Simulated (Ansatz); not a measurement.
`CCB(N)Cl` + H₂O → `NB(O)Cl` + ethane  (formal hydrolysis of a B–C bond)

Program: Ansatz. Geometries: PBE0-D4/def2-TZVP. ΔE: electronic, gas phase. CBS: MP2 limit from def2 TZ/QZ plus the TZ coupled-cluster correction, frozen cores. This one scheme is used for every species. Functionals use def2-TZVPP. B3LYP here is the variant with VWN-RPA as its local correlation; programs differ in this. HSE06 is defined as in plane-wave codes. Each species was taken in one conformer, which may not be the lowest.

`CCB(N)Cl`:

Cartesian coordinates in Å:
```
C 0.533 -0.325 1.565
C 0.136 -0.733 0.147
B -0.624 0.381 -0.655
N -0.223 0.843 -1.902
Cl -2.098 1.111 0.043
H 1.026 -1.145 2.093
H 1.222 0.524 1.556
H -0.342 -0.029 2.146
H -0.522 -1.609 0.200
H 1.022 -1.056 -0.412
H -0.725 1.548 -2.414
H 0.595 0.490 -2.366
```

H₂O:

Z-matrix (Å, degrees):
```
O
H 1 0.960
H 1 0.960 2 105.1
```

`NB(O)Cl`:

Z-matrix (Å, degrees):
```
N
B 1 1.393
H 1 1.002 2 122.9
H 1 1.005 2 121.7 3 -180.0
O 2 1.360 1 120.7 3 -180.0
Cl 2 1.788 1 119.3 3 -0.0
H 5 0.959 2 113.0 1 -180.0
```

`CC`:

Z-matrix (Å, degrees):
```
C
C 1 1.519
H 1 1.093 2 111.4
H 1 1.093 2 111.4 3 120.0
H 1 1.093 2 111.4 3 -120.0
H 2 1.093 1 111.4 3 180.0
H 2 1.093 1 111.4 3 -60.0
H 2 1.093 1 111.4 3 60.0
```

| level | ΔE (kcal/mol) | difference from CCSD(T)/CBS |
| --- | --- | --- |
| LDA (SPW92) | -27.9 | -1.5 |
| revPBE-D4 | -26.2 | 0.2 |
| BLYP-D4 | -28.1 | -1.7 |
| r2SCAN-D4 | -28.9 | -2.5 |
| B97M-V | -29.4 | -3.0 |
| PBE0-D4 | -27.3 | -0.9 |
| B3LYP-D4 | -28.6 | -2.2 |
| r2SCANh-D4 | -28.9 | -2.5 |
| r2SCAN0-D4 | -28.9 | -2.5 |
| BHLYP-D4 | -29.5 | -3.1 |
| CAM-B3LYP-D4 | -29.5 | -3.1 |
| ωB97M-V | -28.0 | -1.6 |
| B2PLYP | -29.4 | -3.0 |
| PBE-QIDH | -28.0 | -1.6 |
| PBE | -28.1 | -1.7 |
| revPBE | -28.4 | -2.0 |
| BLYP | -30.4 | -4.0 |
| r2SCAN | -29.3 | -2.9 |
| B3LYP | -30.5 | -4.1 |
| r2SCAN0 | -29.3 | -2.9 |
| HSE06 | -28.4 | -2.0 |
| BHLYP | -31.1 | -4.7 |
| CAM-B3LYP | -30.6 | -4.2 |
| LC-ωPBE | -28.7 | -2.3 |
| RPA@PBE/def2-TZVPP | -26.8 | -0.4 |
| HF/def2-SVP | -35.2 | -8.8 |
| MP2/def2-SVP | -31.9 | -5.5 |
| CCSD/def2-SVP | -32.0 | -5.6 |
| CCSD(T)/def2-SVP | -31.7 | -5.3 |
| HF/def2-TZVPP | -32.8 | -6.4 |
| MP2/def2-TZVPP | -27.0 | -0.6 |
| SCS-MP2/def2-TZVPP | -28.0 | -1.6 |
| CCSD/def2-TZVPP | -27.9 | -1.5 |
| CCSD(T)/def2-TZVPP | -27.3 | -0.9 |
| HF/def2-QZVPP | -32.7 | -6.3 |
| MP2/def2-QZVPP | -26.4 | 0.0 |
| SCS-MP2/def2-QZVPP | -27.5 | -1.1 |
| HF/CBS(def2) | -32.7 | -6.3 |
| MP2/CBS(def2) | -26.0 | 0.4 |
| CCSD/CBS(def2) | -27.0 | -0.6 |
| CCSD(T)/CBS | -26.4 | 0 |

(1) What do rigid-rotor, harmonic-oscillator terms from PBE0-D4/def2-TZVP frequencies (298.15 K, 1 bar) make of the CCSD(T)/CBS value? (Best estimate.)

Largest T1 diagnostic among the species: 0.011.

## Answers

(1) The calculation gave: ΔZPE = +1.3 kcal/mol, ΔH = -25.8 kcal/mol, ΔS = -6 J/(mol·K), ΔG = -25.4 kcal/mol.

At CCSD(T), def2-SVP lies −5.3 kcal/mol from the extrapolated value and def2-TZVPP −0.9 kcal/mol. Leaving LDA and LC-ωPBE aside and taking each functional with its dispersion term where it has one, the values spread over 3.4 kcal/mol, from BHLYP-D4 to revPBE-D4. In def2-TZVPP, CCSD(T) changes the Hartree–Fock value by +5.5 kcal/mol (the triples alone add +0.6 kcal/mol) and MP2 by +5.8 kcal/mol.

CCSD(T)/CBS has its own doubt, a few kJ/mol and more with outer-core shells, so smaller differences from it don't rank the levels.
